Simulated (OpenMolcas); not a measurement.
## Se: effect of the active space

```
Program             : OpenMolcas
Method              : CASSCF
Basis               : ANO-RCC-MB
Scalar Hamiltonian  : DKH2, point nucleus
Spin-orbit coupling : RASSI with atomic mean-field integrals over the reference wave functions, term energies averaged over their components
```

A. 4 electrons in 3 orbitals (4p); 2S+1 = 3 even, 3 roots; 2S+1 = 1 even, 6 roots; cost of the order of 2.1 core-seconds
B. 6 electrons in 4 orbitals (4s 4p); 2S+1 = 3 even, 3 roots; 2S+1 = 1 even, 6 roots; cost about 6 core-seconds

Energies in cm⁻¹ above 4s² 4p⁴ ³P₂, the measured ground level; measured values from NIST Handbook of Basic Atomic Spectroscopic Data.

```tsv
Level	A	B	Measured
4s² 4p⁴ ³P₂	0.0	0.0	0.0
4s² 4p⁴ ³P₁	1809	1809	1989
4s² 4p⁴ ³P₀	2423	2359	2534
4s² 4p⁴ ¹D₂	11706	11706	9576
4s² 4p⁴ ¹S₀	27732	21694	22446
```

Deviations, from unrounded energies. A percentage is the sum of absolute deviations over the sum of measured energies, with the sign that they share, or ± where signs differ.

| Against measurement | Levels | A | B |
| --- | --- | --- | --- |
| mean absolute deviation (cm-1) | 4 | 1900 | 810 |
| fine structure of the ground term (%) | 2 | -6.5 | -7.9 |
| other terms of the ground configuration (%) | 2 | +23.2 | ±9.0 |

B lies closest to measurement on these levels. The largest miss of B in the table is 4s² 4p⁴ ¹D₂, by +2100 cm-1. The ranking rests on the paired levels alone, and a cruder setting can come out closer through cancelling errors.

Between A and B the level of the table that moves most is 4s² 4p⁴ ¹S₀, by 6000 cm-1 (lowest in B, highest in A).

Without dynamic correlation excited terms often stand tens of per cent too high (terms of higher spin than the ground term too low), and those without a measured partner can miss by more than the paired ones. With the s shell closed, the reference lacks s² → p² mixing (holds for A). Computed and measured levels are paired by configuration, term and J; levels that our copy of the source lacks, or whose pairing is in doubt (as where it misses far off the trend of its configuration), stay unpaired and out of the deviations. Levels of configurations outside the active space are missing.
